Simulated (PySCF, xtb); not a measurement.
C3H12OSi2, SMILES C[SiH2][C@H]([SiH3])CO. Other conformers were not sampled.

Harmonic wavenumbers (cm⁻¹) from GFN2-xTB (xtb) at its own minimum, in rising order: 30, 93, 108, 122, 153, 189, 203, 279, 344, 396, 453, 508, 541, 582, 671, 695, 765, 780, 788, 794, 804, 829, 837, 847, 955, 1031, 1083, 1101, 1158, 1252, 1328, 1362, 1374, 1487, 1491, 1492, 2151, 2194, 2244, 2249, 2261, 2863, 2916, 2957, 3041, 3046, 3052, 3562.

Task: What does ωB97X-D3(BJ)/def2-SVP (PySCF) give at its own minimum? (The exact figures need the calculation; the answer reports its results.)

Result: 68, 87, 133, 159, 170, 195, 221, 264, 281, 425, 500, 543, 631, 638, 697, 743, 770, 857, 896, 912, 953, 958, 965, 970, 974, 1058, 1099, 1114, 1174, 1289, 1296, 1393, 1419, 1443, 1449, 1495, 2205, 2238, 2243, 2253, 2262, 3028, 3068, 3082, 3118, 3169, 3172, 3893. Paired by order, the mean absolute difference is 61 cm⁻¹ and the zero-point energies are 85.0 and 88.6 kcal/mol.
